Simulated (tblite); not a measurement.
Record of a relaxation.

Compound: C₇H₁₁FO.
Atom-mapped SMILES: `[CH3:1][C:2]1([C:3](=[O:4])[F:5])[CH2:6][CH2:7][CH2:8][CH2:9]1` (hydrogens: H10, H11, H12 on C1; H13, H14 on C6; H15, H16 on C7; H17, H18 on C8; H19, H20 on C9)

Computed with GFN2-xTB (tblite), gas phase: L-BFGS steps from a force-field or distance-geometry start until the largest atomic force falls under 0.01 eV/Å. 7 of its 64 geometries are shown.

Step 0: E = -799.6405 eV, largest atomic force 3.815 eV/Å
```
atom  x, y, z in Å  |  force x, y, z in eV/Å
C1     -1.653    0.704   -0.728   -1.591  -0.077   0.579
C2     -0.606   -0.052    0.050   -0.711   0.459  -0.413
C3     -1.263   -1.027    0.936    0.459  -3.785  -0.143
O4     -1.024   -2.223    0.787   -1.508   2.575   1.580
F5     -2.166   -0.605    1.900    0.979  -0.269  -0.965
C6      0.268    0.935    0.798    0.876  -0.039   1.600
C7      1.613    0.780    0.101    0.261  -0.360   0.653
C8      1.612   -0.739   -0.105    0.415   0.275  -0.770
C9      0.312   -0.833   -0.883    0.780   0.416  -0.602
H10    -1.891    0.167   -1.644    0.007   0.354  -0.108
H11    -2.583    0.682   -0.094    0.623   0.649  -0.804
H12    -1.275    1.716   -0.877   -0.599  -0.208  -0.414
H13     0.406    0.590    1.865   -0.336   0.679  -0.805
H14    -0.117    1.955    0.746    0.061  -0.187   0.387
H15     1.501    1.290   -0.861    0.788   0.047   0.246
H16     2.468    1.082    0.722   -0.305   0.341  -0.471
H17     1.469   -1.226    0.862    0.498  -0.176  -0.224
H18     2.484   -1.101   -0.670   -0.285  -0.015   0.422
H19     0.474   -0.246   -1.820   -0.418  -0.678   0.422
H20    -0.035   -1.837   -1.085    0.007   0.000  -0.167
```

Step 10: E = -800.3776 eV, largest atomic force 0.676 eV/Å
```
atom  x, y, z in Å  |  force x, y, z in eV/Å
C1     -1.739    0.696   -0.735    0.104  -0.071  -0.029
C2     -0.638   -0.074    0.024    0.124   0.160  -0.047
C3     -1.267   -1.092    0.941    0.211  -0.248  -0.214
O4     -1.122   -2.270    0.945   -0.259   0.574   0.247
F5     -2.097   -0.510    1.861    0.125  -0.128  -0.094
C6      0.282    0.903    0.841   -0.032   0.008  -0.180
C7      1.657    0.772    0.166   -0.084  -0.112   0.051
C8      1.671   -0.725   -0.154   -0.129   0.076  -0.095
C9      0.344   -0.832   -0.913   -0.158   0.080   0.181
H10    -1.995    0.187   -1.660    0.019  -0.073  -0.009
H11    -2.650    0.796   -0.154    0.012  -0.020   0.175
H12    -1.395    1.700   -0.975    0.048  -0.083  -0.085
H13     0.348    0.613    1.893   -0.012  -0.081  -0.123
H14    -0.106    1.921    0.812    0.008  -0.056  -0.014
H15     1.669    1.331   -0.781    0.026  -0.050   0.287
H16     2.483    1.132    0.786   -0.179  -0.184   0.005
H17     1.601   -1.300    0.780    0.126   0.075  -0.275
H18     2.534   -1.075   -0.723   -0.102   0.151  -0.001
H19     0.411   -0.308   -1.875    0.021  -0.168   0.198
H20     0.004   -1.857   -1.083    0.131   0.148   0.023
```

Step 21: E = -800.5102 eV, largest atomic force 0.202 eV/Å
```
atom  x, y, z in Å  |  force x, y, z in eV/Å
C1     -1.746    0.662   -0.768   -0.029   0.021  -0.001
C2     -0.635   -0.073   -0.009   -0.033  -0.036   0.019
C3     -1.282   -1.026    0.955    0.097  -0.175   0.025
O4     -1.195   -2.200    1.061   -0.023   0.130  -0.051
F5     -2.059   -0.350    1.858   -0.059  -0.011   0.024
C6      0.256    0.886    0.833   -0.064  -0.037   0.012
C7      1.658    0.757    0.241   -0.023  -0.032   0.032
C8      1.695   -0.693   -0.232   -0.012   0.010  -0.056
C9      0.341   -0.845   -0.922   -0.017   0.052   0.058
H10    -2.087    0.080   -1.620   -0.007  -0.082   0.011
H11    -2.595    0.840   -0.113   -0.050   0.056   0.004
H12    -1.399    1.626   -1.126    0.122   0.013  -0.078
H13     0.267    0.554    1.873    0.036   0.046   0.015
H14    -0.123    1.906    0.817   -0.001  -0.001  -0.036
H15     1.776    1.425   -0.616    0.002  -0.026   0.095
H16     2.425    0.983    0.979    0.046   0.025  -0.050
H17     1.757   -1.365    0.629    0.015   0.038  -0.112
H18     2.526   -0.895   -0.905    0.019  -0.036   0.031
H19     0.378   -0.372   -1.908   -0.057  -0.077   0.092
H20     0.036   -1.888   -1.030    0.036   0.121  -0.034
```

Step 32: E = -800.5398 eV, largest atomic force 0.165 eV/Å
```
atom  x, y, z in Å  |  force x, y, z in eV/Å
C1     -1.730    0.645   -0.774   -0.013   0.024  -0.046
C2     -0.638   -0.079    0.020   -0.045  -0.005   0.006
C3     -1.294   -1.036    0.971   -0.046   0.093   0.053
O4     -1.221   -2.207    1.071    0.054  -0.145  -0.058
F5     -2.088   -0.363    1.867   -0.009   0.030  -0.015
C6      0.249    0.887    0.855   -0.017  -0.009  -0.003
C7      1.660    0.752    0.279   -0.016   0.000   0.010
C8      1.699   -0.671   -0.273    0.044   0.030   0.007
C9      0.325   -0.832   -0.915    0.022  -0.018   0.030
H10    -2.121   -0.015   -1.547   -0.069  -0.008   0.039
H11    -2.555    0.963   -0.139    0.069   0.014   0.024
H12    -1.307    1.522   -1.258    0.003   0.014  -0.020
H13     0.245    0.594    1.906   -0.005  -0.002  -0.003
H14    -0.128    1.907    0.793    0.012  -0.007   0.023
H15     1.796    1.474   -0.530    0.032  -0.066  -0.011
H16     2.431    0.926    1.028   -0.034   0.025  -0.013
H17     1.815   -1.392    0.539   -0.017   0.056   0.007
H18     2.511   -0.822   -0.980    0.012   0.000  -0.033
H19     0.306   -0.365   -1.901    0.046  -0.014   0.027
H20     0.041   -1.877   -1.016   -0.024  -0.012  -0.026
```

Step 42: E = -800.5522 eV, largest atomic force 0.124 eV/Å
```
atom  x, y, z in Å  |  force x, y, z in eV/Å
C1     -1.729    0.653   -0.774    0.017  -0.018   0.007
C2     -0.644   -0.081    0.020    0.014  -0.010   0.018
C3     -1.302   -1.051    0.959   -0.020   0.082   0.038
O4     -1.215   -2.223    1.040    0.028  -0.116  -0.034
F5     -2.112   -0.402    1.856    0.008   0.058  -0.031
C6      0.241    0.887    0.856    0.018  -0.008  -0.012
C7      1.655    0.755    0.282   -0.007   0.009   0.006
C8      1.704   -0.668   -0.265    0.019   0.023  -0.010
C9      0.329   -0.834   -0.906    0.020  -0.005  -0.004
H10    -2.211   -0.030   -1.472   -0.028  -0.010   0.034
H11    -2.486    1.065   -0.111    0.027   0.033  -0.014
H12    -1.274    1.460   -1.343   -0.028   0.021   0.010
H13     0.240    0.592    1.908   -0.013   0.003  -0.043
H14    -0.133    1.909    0.799   -0.005  -0.039   0.002
H15     1.806    1.459   -0.537   -0.060   0.042   0.012
H16     2.414    0.947    1.038    0.014  -0.024  -0.014
H17     1.847   -1.381    0.547   -0.082  -0.025   0.003
H18     2.503   -0.808   -0.989    0.056  -0.007   0.008
H19     0.324   -0.365   -1.890    0.004   0.014  -0.006
H20     0.039   -1.876   -1.023    0.018  -0.023   0.029
```

Step 52: E = -800.5595 eV, largest atomic force 0.028 eV/Å
```
atom  x, y, z in Å  |  force x, y, z in eV/Å
C1     -1.728    0.659   -0.766    0.015  -0.018   0.016
C2     -0.638   -0.086    0.011    0.007  -0.005   0.020
C3     -1.300   -1.059    0.942   -0.005  -0.009  -0.001
O4     -1.214   -2.234    1.017    0.001   0.009  -0.003
F5     -2.116   -0.410    1.831   -0.002   0.010   0.004
C6      0.239    0.880    0.857    0.005  -0.001  -0.004
C7      1.651    0.762    0.280    0.001   0.000   0.002
C8      1.709   -0.663   -0.260   -0.017  -0.008  -0.009
C9      0.341   -0.835   -0.914   -0.018   0.012   0.002
H10    -2.280   -0.031   -1.401   -0.003   0.001  -0.008
H11    -2.427    1.138   -0.083    0.001   0.001  -0.005
H12    -1.273    1.423   -1.391   -0.001  -0.005  -0.010
H13     0.235    0.578    1.906    0.004   0.001  -0.024
H14    -0.143    1.898    0.802    0.001  -0.005   0.020
H15     1.780    1.470   -0.540    0.000   0.001  -0.005
H16     2.416    0.960    1.028    0.008   0.005   0.009
H17     1.821   -1.374    0.560   -0.004   0.006   0.017
H18     2.526   -0.815   -0.963    0.003   0.004   0.002
H19     0.338   -0.368   -1.899   -0.007  -0.013  -0.003
H20     0.058   -1.881   -1.020    0.012   0.014  -0.021
```

Step 63: E = -800.5600 eV, largest atomic force 0.009 eV/Å
```
atom  x, y, z in Å  |  force x, y, z in eV/Å
C1     -1.728    0.657   -0.766   -0.003   0.006  -0.004
C2     -0.637   -0.087    0.012   -0.006   0.004  -0.001
C3     -1.301   -1.060    0.942   -0.003  -0.001   0.000
O4     -1.217   -2.234    1.016   -0.002  -0.001   0.001
F5     -2.115   -0.408    1.832    0.002   0.002   0.002
C6      0.240    0.879    0.857    0.004  -0.004   0.000
C7      1.651    0.765    0.277    0.007  -0.005  -0.003
C8      1.707   -0.663   -0.258    0.002  -0.004   0.001
C9      0.341   -0.833   -0.916   -0.001   0.006   0.004
H10    -2.284   -0.034   -1.397    0.005   0.000   0.001
H11    -2.423    1.143   -0.085    0.001  -0.002  -0.001
H12    -1.271    1.416   -1.397   -0.003  -0.003  -0.005
H13     0.243    0.569    1.904   -0.003  -0.001   0.004
H14    -0.144    1.896    0.814   -0.001  -0.005   0.001
H15     1.778    1.471   -0.545   -0.008  -0.002  -0.003
H16     2.417    0.966    1.023    0.002   0.002   0.001
H17     1.812   -1.367    0.568    0.001  -0.001   0.002
H18     2.528   -0.821   -0.955    0.000   0.004  -0.004
H19     0.338   -0.363   -1.900    0.004  -0.001   0.001
H20     0.060   -1.879   -1.029    0.002   0.008   0.003
```

Task: Summarise the path.

Result: The energy falls by 21.20 kcal/mol from step 0 to step 63; nine tenths of that is first reached at step 15. It falls at every step. The largest force goes from 3.815 to 0.009 eV/Å. Among the bonds C3=O4 changes most, from 1.228 to 1.180 Å; the atoms move by 0.306 Å rms after alignment.

Task: Follow the three bonds and two angles with the largest change from start to end.

Result: 
```json
{"step": "0", "E above end (kcal/mol)": "21.20", "largest force (eV/Å)": "3.815", "C3=O4 (Å)": "1.228", "C6–H13 (Å)": "1.130", "C2–C6 (Å)": "1.517", "C2–C3–O4 (°)": "119.0", "C2–C3–F5 (°)": "120.5"}
{"step": "3", "E above end (kcal/mol)": "10.47", "largest force (eV/Å)": "1.105", "C3=O4 (Å)": "1.190", "C6–H13 (Å)": "1.082", "C2–C6 (Å)": "1.550", "C2–C3–O4 (°)": "124.4", "C2–C3–F5 (°)": "117.0"}
{"step": "5", "E above end (kcal/mol)": "6.43", "largest force (eV/Å)": "0.511", "C3=O4 (Å)": "1.186", "C6–H13 (Å)": "1.091", "C2–C6 (Å)": "1.556", "C2–C3–O4 (°)": "130.5", "C2–C3–F5 (°)": "113.0"}
{"step": "8", "E above end (kcal/mol)": "5.13", "largest force (eV/Å)": "0.420", "C3=O4 (Å)": "1.180", "C6–H13 (Å)": "1.092", "C2–C6 (Å)": "1.569", "C2–C3–O4 (°)": "129.9", "C2–C3–F5 (°)": "111.1"}
{"step": "11", "E above end (kcal/mol)": "3.59", "largest force (eV/Å)": "0.649", "C3=O4 (Å)": "1.188", "C6–H13 (Å)": "1.094", "C2–C6 (Å)": "1.567", "C2–C3–O4 (°)": "128.1", "C2–C3–F5 (°)": "112.8"}
{"step": "14", "E above end (kcal/mol)": "2.38", "largest force (eV/Å)": "0.388", "C3=O4 (Å)": "1.177", "C6–H13 (Å)": "1.092", "C2–C6 (Å)": "1.555", "C2–C3–O4 (°)": "130.2", "C2–C3–F5 (°)": "112.7"}
{"step": "16", "E above end (kcal/mol)": "1.73", "largest force (eV/Å)": "0.349", "C3=O4 (Å)": "1.176", "C6–H13 (Å)": "1.090", "C2–C6 (Å)": "1.555", "C2–C3–O4 (°)": "131.3", "C2–C3–F5 (°)": "111.0"}
{"step": "19", "E above end (kcal/mol)": "1.36", "largest force (eV/Å)": "0.210", "C3=O4 (Å)": "1.182", "C6–H13 (Å)": "1.090", "C2–C6 (Å)": "1.558", "C2–C3–O4 (°)": "130.7", "C2–C3–F5 (°)": "110.6"}
{"step": "22", "E above end (kcal/mol)": "1.06", "largest force (eV/Å)": "0.145", "C3=O4 (Å)": "1.179", "C6–H13 (Å)": "1.092", "C2–C6 (Å)": "1.556", "C2–C3–O4 (°)": "131.4", "C2–C3–F5 (°)": "110.6"}
{"step": "25", "E above end (kcal/mol)": "0.85", "largest force (eV/Å)": "0.188", "C3=O4 (Å)": "1.177", "C6–H13 (Å)": "1.092", "C2–C6 (Å)": "1.554", "C2–C3–O4 (°)": "131.7", "C2–C3–F5 (°)": "110.2"}
{"step": "27", "E above end (kcal/mol)": "0.72", "largest force (eV/Å)": "0.117", "C3=O4 (Å)": "1.180", "C6–H13 (Å)": "1.092", "C2–C6 (Å)": "1.555", "C2–C3–O4 (°)": "130.9", "C2–C3–F5 (°)": "110.3"}
{"step": "30", "E above end (kcal/mol)": "0.54", "largest force (eV/Å)": "0.126", "C3=O4 (Å)": "1.180", "C6–H13 (Å)": "1.092", "C2–C6 (Å)": "1.556", "C2–C3–O4 (°)": "130.9", "C2–C3–F5 (°)": "110.7"}
{"step": "33", "E above end (kcal/mol)": "0.43", "largest force (eV/Å)": "0.173", "C3=O4 (Å)": "1.178", "C6–H13 (Å)": "1.091", "C2–C6 (Å)": "1.555", "C2–C3–O4 (°)": "131.4", "C2–C3–F5 (°)": "110.7"}
{"step": "36", "E above end (kcal/mol)": "0.35", "largest force (eV/Å)": "0.093", "C3=O4 (Å)": "1.181", "C6–H13 (Å)": "1.091", "C2–C6 (Å)": "1.555", "C2–C3–O4 (°)": "130.6", "C2–C3–F5 (°)": "110.9"}
{"step": "38", "E above end (kcal/mol)": "0.30", "largest force (eV/Å)": "0.133", "C3=O4 (Å)": "1.181", "C6–H13 (Å)": "1.091", "C2–C6 (Å)": "1.556", "C2–C3–O4 (°)": "130.4", "C2–C3–F5 (°)": "111.0"}
{"step": "41", "E above end (kcal/mol)": "0.21", "largest force (eV/Å)": "0.150", "C3=O4 (Å)": "1.178", "C6–H13 (Å)": "1.092", "C2–C6 (Å)": "1.556", "C2–C3–O4 (°)": "130.8", "C2–C3–F5 (°)": "111.2"}
{"step": "44", "E above end (kcal/mol)": "0.13", "largest force (eV/Å)": "0.113", "C3=O4 (Å)": "1.180", "C6–H13 (Å)": "1.091", "C2–C6 (Å)": "1.554", "C2–C3–O4 (°)": "130.4", "C2–C3–F5 (°)": "111.3"}
{"step": "47", "E above end (kcal/mol)": "0.05", "largest force (eV/Å)": "0.062", "C3=O4 (Å)": "1.180", "C6–H13 (Å)": "1.090", "C2–C6 (Å)": "1.553", "C2–C3–O4 (°)": "130.4", "C2–C3–F5 (°)": "111.0"}
{"step": "49", "E above end (kcal/mol)": "0.03", "largest force (eV/Å)": "0.062", "C3=O4 (Å)": "1.179", "C6–H13 (Å)": "1.091", "C2–C6 (Å)": "1.554", "C2–C3–O4 (°)": "130.8", "C2–C3–F5 (°)": "110.9"}
{"step": "52", "E above end (kcal/mol)": "0.01", "largest force (eV/Å)": "0.028", "C3=O4 (Å)": "1.180", "C6–H13 (Å)": "1.092", "C2–C6 (Å)": "1.555", "C2–C3–O4 (°)": "130.7", "C2–C3–F5 (°)": "111.0"}
{"step": "55", "E above end (kcal/mol)": "0.01", "largest force (eV/Å)": "0.013", "C3=O4 (Å)": "1.180", "C6–H13 (Å)": "1.091", "C2–C6 (Å)": "1.554", "C2–C3–O4 (°)": "130.7", "C2–C3–F5 (°)": "111.0"}
{"step": "58", "E above end (kcal/mol)": "0.00", "largest force (eV/Å)": "0.015", "C3=O4 (Å)": "1.180", "C6–H13 (Å)": "1.091", "C2–C6 (Å)": "1.555", "C2–C3–O4 (°)": "130.7", "C2–C3–F5 (°)": "110.9"}
{"step": "60", "E above end (kcal/mol)": "0.00", "largest force (eV/Å)": "0.014", "C3=O4 (Å)": "1.180", "C6–H13 (Å)": "1.091", "C2–C6 (Å)": "1.555", "C2–C3–O4 (°)": "130.7", "C2–C3–F5 (°)": "111.0"}
{"step": "63", "E above end (kcal/mol)": "0.00", "largest force (eV/Å)": "0.009", "C3=O4 (Å)": "1.180", "C6–H13 (Å)": "1.091", "C2–C6 (Å)": "1.555", "C2–C3–O4 (°)": "130.7", "C2–C3–F5 (°)": "110.9"}
```

The cost below is that of the whole relaxation. Time: 0.72 s wall. Hardware: one thread, Intel Xeon Platinum 8259CL at 2.50 GHz (x86_64), no GPU (shared host).
